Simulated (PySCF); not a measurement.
## Dipole response of Ga⁻ (gallium, charge -1)

[Ar] 3d10 4s2 4p2, high-spin 3P determinant. Computed with PySCF 2.14 in aug-cc-pVTZ-DK (7s6p4d2f, 59 functions), with the spin-free X2C one-electron Hamiltonian (Gaussian nucleus). Coupled (time-dependent) response in atomic units; α is the mean over directions.

| method | mean α (bohr³) | α xx, yy, zz | C₆ (like pair) | S(−4) |
| --- | --- | --- | --- | --- |
| UHF | 375.7 | 141.1, 493.1, 493.0 | 6236 | 223200 |

S(−4) is the Cauchy moment in α(ω) = α(0) + S(−4) ω² + …

Spin-orbit coupling is absent.

α(iu) at UHF:

```csv
u (hartree),α(iu) (bohr³)
0,375.7
0.0500,197.2
0.100,117.4
0.200,56.04
0.300,32.16
0.500,14.52
0.750,7.409
1.00,4.560
1.50,2.294
2.00,1.403
3.00,0.6892
5.00,0.2706
```

A single London oscillator, α(iu) = α/(1 + u²/ω²), gives C₆ = (3/4) ω α². Matching the computed C₆ needs ω = 4 × 6236 / (3 × 375.7²) = 0.0589 hartree.

For an ion, C₆ is the dispersion term alone; charge-induced terms of lower order in 1/R come first.

The components differ because the open shell of this determinant is not spherical; for a pure term their mean is the scalar polarisability.
